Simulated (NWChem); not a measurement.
**Polarisability of ClIn**

```xyz
2

In     0.0000     0.0000    -0.6307
Cl     0.0000     0.0000     1.8179
```
Charge 0, spin multiplicity 1.

Program: NWChem. The geometry was optimised at PBE/def2-SVP with def2 effective core potentials on In, a minimum by its harmonic frequencies.

Basis set: def2-SVPD. The field's frequency is 0.0428 Ha (1065 nm).

Effective core potentials replace the inner electrons of In; spin-orbit coupling is left out. The correlated methods keep 9 core orbitals frozen. B3LYP has NWChem's definition, with VWN1-RPA local correlation. The structure started from a generated list of species. Coupled-cluster values serve here as a point of comparison, not as the truth.

Order these methods by the isotropic polarisability they give, lowest first: PBE, HF, B3LYP, CCSD linear response.

B3LYP (58.60 bohr³), PBE (59.79 bohr³), HF (60.75 bohr³), CCSD linear response (61.68 bohr³)
